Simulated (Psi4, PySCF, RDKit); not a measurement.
Conformational energy of C2H4ClF, SMILES FCCCl. Scanned: dihedral F1–C2–C3–Cl4; all other coordinates were relaxed at GFN2-xTB. Points at φ and −φ are mirror images. Heavy atoms are numbered in the order of the SMILES FCCCl, hydrogens after them in the order of the atoms that carry them; the mirror image has the same energies with the sign of each dihedral reversed.

Computed with: UFF // GFN2-xTB (RDKit); RKS-M06-2X/6-31G* = restricted M06-2X/6-31G*, spherical d // GFN2-xTB (PySCF); RMP2/3-21G = PySCF with restricted MP2 (frozen core)/3-21G // GFN2-xTB; MP2/cc-pVTZ = DF-MP2 (frozen core)/cc-pVTZ // GFN2-xTB in Psi4.

Energies relative to the lowest point of each profile, in kcal/mol:

```json
[
 {"φ / °": "-165", "UFF": "0.5", "RKS-M06-2X/6-31G*": "0.6", "RMP2/3-21G": "0.6"},
 {"φ / °": "-150", "UFF": "1.9", "RKS-M06-2X/6-31G*": "1.9", "RMP2/3-21G": "2.0"},
 {"φ / °": "-135", "UFF": "3.3", "RKS-M06-2X/6-31G*": "3.3", "RMP2/3-21G": "3.5"},
 {"φ / °": "-15", "UFF": "4.4", "RKS-M06-2X/6-31G*": "5.8", "RMP2/3-21G": "4.9"},
 {"φ / °": "15", "UFF": "4.4", "RKS-M06-2X/6-31G*": "5.8", "RMP2/3-21G": "4.9"},
 {"φ / °": "30", "UFF": "2.7", "RKS-M06-2X/6-31G*": "3.8", "RMP2/3-21G": "3.0"},
 {"φ / °": "45", "UFF": "1.1", "RKS-M06-2X/6-31G*": "1.6", "RMP2/3-21G": "1.1"},
 {"φ / °": "75", "UFF": "0.7", "RKS-M06-2X/6-31G*": "0.6", "RMP2/3-21G": "0.4"},
 {"φ / °": "90", "UFF": "1.9", "RKS-M06-2X/6-31G*": "1.9", "RMP2/3-21G": "1.7"},
 {"φ / °": "105", "UFF": "3.3", "RKS-M06-2X/6-31G*": "3.3", "RMP2/3-21G": "3.2"},
 {"φ / °": "120", "UFF": "3.9", "RKS-M06-2X/6-31G*": "3.9", "RMP2/3-21G": "4.0"},
 {"φ / °": "165", "UFF": "0.5", "RKS-M06-2X/6-31G*": "0.6", "RMP2/3-21G": "0.6"}
]
```

Problem. Estimate the MP2/cc-pVTZ values at these points.

Solution. -165: 0.6; -150: 1.9; -135: 3.4; -15: 6.9; 15: 6.9; 30: 4.7; 45: 2.2; 75: 0.8; 90: 1.9; 105: 3.3; 120: 4.0; 165: 0.6 (kcal/mol).
